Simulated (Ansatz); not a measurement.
CHF (SMILES [CH]F), charge 0, multiplicity 1, relaxed at each level with Ansatz (an electronic-structure program); harmonic frequencies from differences of analytic forces, average atomic masses, frozen cores.

Give the equilibrium geometry, the harmonic frequencies and the zero-point energy at PBE0/def2-TZVPP.


(charge 0, multiplicity 1):
```xyz
3

C     -0.5701     0.4415     0.0000
F      0.5291    -0.2534     0.0000
H     -1.3606    -0.3595     0.0000
```
Frequencies (cm⁻¹): 1249, 1443, 2774. Zero-point energy 7.81 kcal/mol.

Give the equilibrium geometry, the harmonic frequencies and the zero-point energy at CCSD(T)/cc-pVTZ.


(charge 0, multiplicity 1):
```tsv
atom	x (Å)	y (Å)	z (Å)
C	-0.5747	0.4430	0.0000
F	0.5343	-0.2557	0.0000
H	-1.3612	-0.3587	0.0000
```
Frequencies (cm⁻¹): 1230, 1439, 2776. Zero-point energy 7.78 kcal/mol.

Doubts at one or more of the structures used: a restricted determinant that unrestricted orbitals would lower (CCSD(T)/cc-pVTZ).
